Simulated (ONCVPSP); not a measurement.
## indium: ONCV pseudisation with PBEsol, scalar-relativistic reference atom.

The input file (ONCVPSP 4.0.1):

```
# ATOM AND REFERENCE CONFIGURATION
# atsym  z   nc   nv     iexc    psfile
  In 49.00    6    5  -116133      upf
#
#   n    l    f
    1    0    2.00
    2    0    2.00
    2    1    6.00
    3    0    2.00
    3    1    6.00
    3    2   10.00
    4    0    2.00
    4    1    6.00
    4    2   10.00
    5    0    2.00
    5    1    1.00
#
# PSEUDOPOTENTIAL AND OPTIMIZATION
# lmax
    2
#
#   l,   rc,      ep,       ncon, nbas, qcut
    0    1.35    0.00    4    9   11.20
    1    1.25    0.00    4    8   11.20
    2    1.25    0.00    3    8   10.90
#
# LOCAL POTENTIAL
# lloc, lpopt,  rc(5),   dvloc0
    2    5    1.25    0.00
#
# VANDERBILT-KLEINMAN-BYLANDER PROJECTORs
# l, nproj, debl
    0    2    0.90
    1    2    1.10
    2    0    1.00
#
# MODEL CORE CHARGE
# icmod, fcfact, rcfact
    3    3.00    1.40
#
# LOG DERIVATIVE ANALYSIS
# epsh1, epsh2, depsh
   -6.00    5.00    0.04
#
# OUTPUT GRID
# rlmax, drl
    6.00    0.01
#
# TEST CONFIGURATIONS
# ncnf
    4
# nvcnf
#   n    l    f
    5
    4    0    2.00
    4    1    6.00
    4    2   10.00
    5    0    2.00
    5    1    0.00
#
    5
    4    0    2.00
    4    1    6.00
    4    2   10.00
    5    0    1.00
    5    1    0.00
#
    5
    4    0    2.00
    4    1    6.00
    4    2   10.00
    5    0    0.00
    5    1    0.00
#
    5
    4    0    2.00
    4    1    6.00
    4    2    9.00
    5    0    0.00
    5    1    0.00
#
```

Command:

```bash
oncvpsp.x < In.dat > In.out
```

The program printed (shortened: citation, most of the input echo, consistency checks and plot data are left out):

```
ONCVPSP  (Optimized Norm-Conservinng Vanderbilt PSeudopotential)
scalar-relativistic version 4.0.1

#   n    l    f        energy (Ha)
    1    0    2.00    -1.0194076E+03
    2    0    2.00    -1.5264411E+02
    2    1    6.00    -1.3702983E+02
    3    0    2.00    -2.8956103E+01
    3    1    6.00    -2.3843689E+01
    3    2   10.00    -1.5901079E+01
    4    0    2.00    -4.3917621E+00
    4    1    6.00    -2.8671388E+00
    4    2   10.00    -6.8321115E-01
    5    0    2.00    -3.0339436E-01
    5    1    1.00    -9.2565095E-02

Reference configufation results
  iterations    23
  all-electron total energy (Ha)   -5.87895926D+03

Begin loop to  construct optimized pseudo wave functions
and semi-local pseudopoentials for all angular momenta

Calculating optimized projector #   1

 for l=   0

    Fraction of norm inside rc  0.945320
    Optimizing pswf for qcut=  11.19 a_B^-1,  ecut=  62.60 Ha
    Residual kinetic energy error=  3.33D-08 Ha

    Energy error per electron        Cutoff
         Ha          eV             Ha
         0.01000     0.27211       31.40
         0.00100     0.02721       39.64
         0.00010     0.00272       46.55
         0.00001     0.00027       51.82

Calculating optimized projector #   2

 for l=   0

    Fraction of norm inside rc  0.057322
    Optimizing pswf for qcut=  11.19 a_B^-1,  ecut=  62.60 Ha
    Residual kinetic energy error=  3.38D-08 Ha

    Energy error per electron        Cutoff
         Ha          eV             Ha
         0.01000     0.27211       25.64
         0.00100     0.02721       35.94
         0.00010     0.00272       44.14
         0.00001     0.00027       50.75

Calculating optimized projector #   1

 for l=   1

    Fraction of norm inside rc  0.849262
    Optimizing pswf for qcut=  11.19 a_B^-1,  ecut=  62.63 Ha
    Residual kinetic energy error=  1.21D-06 Ha

    Energy error per electron        Cutoff
         Ha          eV             Ha
         0.01000     0.27211       29.03
         0.00100     0.02721       42.39
         0.00010     0.00272       50.83
         0.00001     0.00027       57.01

Calculating optimized projector #   2

 for l=   1

    Fraction of norm inside rc  0.021378
    Optimizing pswf for qcut=  11.19 a_B^-1,  ecut=  62.63 Ha
    Residual kinetic energy error=  3.01D-07 Ha

    Energy error per electron        Cutoff
         Ha          eV             Ha
         0.01000     0.27211       11.87
         0.00100     0.02721       28.49
         0.00010     0.00272       43.55
         0.00001     0.00027       52.54

Calculating optimized projector #   1

 for l=   2

    Fraction of norm inside rc  0.627098
    Optimizing pswf for qcut=  10.89 a_B^-1,  ecut=  59.31 Ha
    Residual kinetic energy error=  7.01D-07 Ha

    Energy error per electron        Cutoff
         Ha          eV             Ha
         0.01000     0.27211       31.99
         0.00100     0.02721       40.63
         0.00010     0.00272       47.64
         0.00001     0.00027       53.28

Construct Vanderbilt / Kleinmman-Bylander projectors

B matrix Hermiticity error, ll=   0
   1   2    6.5334E-04

  Orthonormal projector coefficients  1.8582E+01  2.0756E+00

B matrix Hermiticity error, ll=   1
   1   2    2.7806E-04

  Orthonormal projector coefficients  1.0525E+01  1.6768E+00

Model core correction analysis
  based on d2Exc/dn_idn_j

d2excae - all-electron derivatives

   -3.389197D-02   -3.076411D-02   -2.182550D-02   -2.128499D-03
   -9.296440D-04
   -3.076424D-02   -2.897863D-02   -2.210624D-02   -2.564583D-03
   -9.925068D-04
   -2.182571D-02   -2.210635D-02   -2.082488D-02   -6.702240D-03
   -2.720693D-03
   -2.128487D-03   -2.564492D-03   -6.701514D-03   -2.678364D-02
   -2.132056D-02
   -9.296566D-04   -9.924944D-04   -2.720237D-03   -2.131551D-02
   -2.718658D-02

d2excps - pseudofunction derivatives with no core correction

   -3.961895D-02   -3.514618D-02   -2.429421D-02   -2.703411D-03
   -1.154984D-03
   -3.514645D-02   -3.244055D-02   -2.429757D-02   -2.986849D-03
   -1.162779D-03
   -2.429452D-02   -2.429771D-02   -2.224398D-02   -6.905133D-03
   -2.815288D-03
   -2.703429D-03   -2.986774D-03   -6.904410D-03   -2.683349D-02
   -2.133932D-02
   -1.155012D-03   -1.162772D-03   -2.814833D-03   -2.133426D-02
   -2.719404D-02

rms 2nd derivative error    2.081129E-03

rmatch, rhocmatch    0.5625   36.0414

Teter function model core charge with specified parameters

d2excps - pseudofunction derivatives with core correction

   -3.302542D-02   -3.035848D-02   -2.202215D-02   -2.134089D-03
   -9.305820D-04
   -3.035855D-02   -2.889450D-02   -2.254813D-02   -2.577536D-03
   -9.977631D-04
   -2.202228D-02   -2.254820D-02   -2.132904D-02   -6.714353D-03
   -2.734601D-03
   -2.134067D-03   -2.577440D-03   -6.713627D-03   -2.678419D-02
   -2.132023D-02
   -9.305888D-04   -9.977480D-04   -2.734145D-03   -2.131518D-02
   -2.718647D-02

rms 2nd derivative error    2.690912E-04

Pseudoatom total energy -190.308499

Diagnostic tests using Vanderbilt-Kleinman-Bylander pseudopotentials
  1 or more projectors used as specified by nproj input data

   l    rcore       rmatch      e in        delta e   norm test  slope test

   0   1.3551641   1.3963099  -4.3917621   0.0000119   1.0002377   1.0002250
   0   1.3551641   1.3963099  -0.3033944   0.0000106   1.0000668   1.0000506

   1   1.2537708   1.2918380  -2.8671388   0.0000026   1.0001988   1.0002239
   1   1.2537708   1.2918380  -0.0925651   0.0000075   1.0001266   1.0000981

   2   1.2537708   1.2918380  -0.6832111  -0.0000132   0.9999978   1.0000109

 Testing for bound ghosts
   n   l    E NL Schr. Eq   E Basis Diag.   E Cutoff

   1   0       -4.391750       -4.391750    191.03
   2   0       -0.303384       -0.215614    191.03

   2   1       -2.867136       -2.867123    193.13
   3   1       -0.092558        0.195258    193.13

 Testing for highly-localized positive-energy ghosts
       l    <radius>/rc     E Basis Diag.   E Cutoff

       0        0.785415       18.488370    191.03  WARNING - GHOST(+)

Test configuration 0

   n   l     f        eae           eps        diff
   1   0  2.0000-1019.40761913
   2   0  2.0000 -152.64411372
   2   1  6.0000 -137.02982761
   3   0  2.0000  -28.95610255
   3   1  6.0000  -23.84368892
   3   2 10.0000  -15.90107911
   4   0  2.0000   -4.39176215   -4.39175021    1.19D-05
   4   1  6.0000   -2.86713883   -2.86713619    2.63D-06
   4   2 10.0000   -0.68321115   -0.68322435   -1.32D-05
   5   0  2.0000   -0.30339436   -0.30338373    1.06D-05
   5   1  1.0000   -0.09256510   -0.09255760    7.50D-06

    Total energies and differences
      AE_ref= -5.87895926D+03  AE_tst= -5.87895926D+03  dif=  0.00D+00
      PS_ref= -1.90308499D+02  PS_tst= -1.90308499D+02  dif= -2.56D-13
      PSP excitation error=  2.56D-13

Test configuration 1

   n   l     f        eae           eps        diff
   1   0  2.0000-1019.68471427
   2   0  2.0000 -152.91972219
   2   1  6.0000 -137.30561248
   3   0  2.0000  -29.23151683
   3   1  6.0000  -24.11911570
   3   2 10.0000  -16.17643339
   4   0  2.0000   -4.66723114   -4.66725644   -2.53D-05
   4   1  6.0000   -3.14276947   -3.14278165   -1.22D-05
   4   2 10.0000   -0.95816426   -0.95817626   -1.20D-05
   5   0  2.0000   -0.55067969   -0.55066542    1.43D-05

    Total energies and differences
      AE_ref= -5.87895926D+03  AE_tst= -5.87876225D+03  dif=  1.97D-01
      PS_ref= -1.90308499D+02  PS_tst= -1.90111445D+02  dif=  1.97D-01
      PSP excitation error= -3.65D-05

Test configuration 2

   n   l     f        eae           eps        diff
   1   0  2.0000-1020.07826047
   2   0  2.0000 -153.30848233
   2   1  6.0000 -137.69465291
   3   0  2.0000  -29.62076291
   3   1  6.0000  -24.50835194
   3   2 10.0000  -16.56537994
   4   0  2.0000   -5.05673709   -5.05711072   -3.74D-04
   4   1  6.0000   -3.53224570   -3.53243316   -1.87D-04
   4   2 10.0000   -1.34262544   -1.34265351   -2.81D-05
   5   0  1.0000   -0.87037511   -0.87039037   -1.53D-05

    Total energies and differences
      AE_ref= -5.87895926D+03  AE_tst= -5.87805377D+03  dif=  9.05D-01
      PS_ref= -1.90308499D+02  PS_tst= -1.89402843D+02  dif=  9.06D-01
      PSP excitation error= -1.61D-04

Test configuration 3

psatom: WARNING lschvkbb convergence error n,l,iter=   3   1   4
ea(ii),et,emin,emax -1.001787E-01 -1.101965E-01 -1.101965E-01 -1.101965E-01
run_config: WARNING for fully non-local PS atom, stg. 1
 WARNING no output for configuration 4

Test configuration 4

psatom: WARNING lschvkbb convergence error n,l,iter=   3   1   3
ea(ii),et,emin,emax -9.255760E-02 -1.018134E-01 -1.018134E-01 -1.018134E-01
run_config: WARNING for fully non-local PS atom, stg. 1
 WARNING no output for configuration 5
```

The run took about 4.2 s on one core of a shared server CPU.
